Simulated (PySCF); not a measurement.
# Mayer bond orders and bond lengths

C5H10N2OSi.
Numbering: `[CH3:1][NH:2][SiH2:3]/[CH:4]=[C:5](/[C:6]#[N:7])[O:8][CH3:9]` (hydrogens: H10, H11, H12 on C1; H13 on N2; H14, H15 on Si3; H16 on C4; H17, H18, H19 on C9)

Structure used (GFN2-xTB), in Å, numbered top down from 1:
```
atom  x, y, z in Å
C1     3.7662   -0.1293   -0.4939
N2     2.4159   -0.6162   -0.6202
Si3    1.0555    0.3066   -0.1226
C4    -0.3981   -0.8304   -0.4504
C5    -1.6291   -0.4170   -0.1242
C6    -2.7445   -1.2640   -0.3477
N7    -3.6159   -1.9841   -0.5486
O8    -1.8118    0.8208    0.4170
C9    -3.1261    1.1749    0.7843
H10    4.0622    0.5128   -1.3310
H11    4.4658   -0.9650   -0.4358
H12    3.8423    0.4534    0.4208
H13    2.3211   -1.2406   -1.4073
H14    1.2270    0.5640    1.3104
H15    0.8418    1.5843   -0.8245
H16   -0.2964   -1.8153   -0.8768
H17   -3.0656    2.1958    1.1564
H18   -3.8081    1.1375   -0.0713
H19   -3.5119    0.5208    1.5731
```

Bond orders from the PBE0/pcSseg-1 density (PySCF). Isolated species at its GFN2-xTB geometry (one conformer only).

(1) How far do the computed orders between heavy atoms stray from the drawn ones?

(2) Set the Mayer orders of the bonds between heavy atoms beside their lengths.

## Answers

(1) The largest departure is 0.263, at C4–C5 (drawn double, 1.737). Drawn single, order below 0.88: Si3–C4 (0.853).

(2) 
```tsv
bond	drawn as	length (Å)	Mayer order
C1–N2	single	1.441	0.973
N2–Si3	single	1.717	1.005
Si3–C4	single	1.874	0.853
C4–C5	double	1.339	1.737
C5–C6	single	1.418	1.008
C6–N7	triple	1.148	2.983
C5–O8	single	1.363	1.024
O8–C9	single	1.410	0.887
```

By pair of heavy elements: C–N: lowest C1–N2 (0.973, 1.441 Å), highest C6–N7 (2.983, 1.148 Å). C–C: lowest C5–C6 (1.008, 1.418 Å), highest C4–C5 (1.737, 1.339 Å). C–O: lowest O8–C9 (0.887, 1.410 Å), highest C5–O8 (1.024, 1.363 Å).

And the bonds to hydrogen?

C–H: 0.94 to 0.97 (7 bonds); H–N: 0.93 (1 bond); H–Si: 0.89 to 0.92 (2 bonds).

Sum the orders of all bonds at each heavy atom with more than one neighbour and set the sums beside the valence in the SMILES.

C1 3.874 (drawn 4), N2 2.912 (drawn 3), Si3 3.667 (drawn 4), C4 3.532 (drawn 4), C5 3.769 (drawn 4), C6 3.991 (drawn 4), O8 1.911 (drawn 2), C9 3.769 (drawn 4). Orders between atoms that aren't bonded are not in these sums.

For a closed shell the Mayer order of atoms A and B is Σ (PS)μν (PS)νμ over the basis functions μ on A and ν on B, with P the density and S the overlap matrix.

The run behind these numbers computed NMR shieldings as well. On one thread, Arm Neoverse N1 (aarch64), no GPU, shared host with 64 logical CPUs at a one-minute load of 60, this took 72 s wall and 0.93 GiB of memory at its peak.
